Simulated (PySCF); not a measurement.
## Electron correlation in Si (silicon, neutral)

[Ne] 3s2 3p2, high-spin 3P determinant. Computed with PySCF 2.14 in x2c-SVPall (4s3p1d, 18 functions), with the spin-free X2C one-electron Hamiltonian (Gaussian nucleus). Frozen: [Ne]; 4 electrons correlated.

MP2 pair energies summed by pair of shells (mhartree):

```json
{"pair": "3s-3p", "energy": "-25.36", "share (%)": "58.3"}
{"pair": "3s-3s", "energy": "-14.10", "share (%)": "32.4"}
{"pair": "3p-3p", "energy": "-4.05", "share (%)": "9.3"}
```

Total MP2 correlation energy: -43.51 mhartree.

Same-spin part -6.93 and opposite-spin part -36.59 mhartree; SCS-MP2 scales them by 1/3 and 6/5 to -46.21 mhartree.

```json
{"level": "CCSD", "correlation energy (mhartree)": "-61.43"}
{"level": "(T)", "correlation energy (mhartree)": "-0.97"}
{"level": "CCSD(T)", "correlation energy (mhartree)": "-62.40"}
```

Diagnostics: T1 = 0.010, D1 = 0.0230, largest double amplitude 0.111.

Cost of the coupled-cluster step: 0.1 s of wall time on 1 thread of Neoverse-V1 (shared host), for 4 correlated electrons.

Iterations:

```
CC2 = 0
CCSD nocc = (np.int64(3), np.int64(1)), nmo = (13, 13)
frozen orbitals [[0, 1, 2, 3, 4], [0, 1, 2, 3, 4]]
max_cycle = 100
direct = 0
conv_tol = 1e-08
conv_tol_normt = 1e-06
diis_space = 8
diis_start_cycle = 0
Init t2, MP2 energy = -0.0435142204588632
Init E_corr(UCCSD) = -0.04351422045934
cycle = 1  E_corr(UCCSD) = -0.0556626973269372  dE = -0.0121484769  norm(t1,t2) = 0.0527628
cycle = 2  E_corr(UCCSD) = -0.0592785627020137  dE = -0.00361586538  norm(t1,t2) = 0.0205031
cycle = 3  E_corr(UCCSD) = -0.0614257371485473  dE = -0.00214717445  norm(t1,t2) = 0.00932585
cycle = 4  E_corr(UCCSD) = -0.0614128251690477  dE = 1.29119795e-05  norm(t1,t2) = 0.00170426
cycle = 5  E_corr(UCCSD) = -0.0614342490534374  dE = -2.14238844e-05  norm(t1,t2) = 0.000269866
cycle = 6  E_corr(UCCSD) = -0.0614279427822252  dE = 6.30627121e-06  norm(t1,t2) = 3.55183e-05
cycle = 7  E_corr(UCCSD) = -0.0614300660833693  dE = -2.12330114e-06  norm(t1,t2) = 8.1724e-06
cycle = 8  E_corr(UCCSD) = -0.0614295319033711  dE = 5.34179998e-07  norm(t1,t2) = 1.96049e-06
cycle = 9  E_corr(UCCSD) = -0.0614296365351003  dE = -1.04631729e-07  norm(t1,t2) = 5.20266e-07
cycle = 10  E_corr(UCCSD) = -0.06142962777063  dE = 8.76447024e-09  norm(t1,t2) = 7.82086e-08
UCCSD converged
E(UCCSD) = -289.4095435188897  E_corr = -0.06142962777063002
UCCSD(T) correction = -0.00097181589870149
```
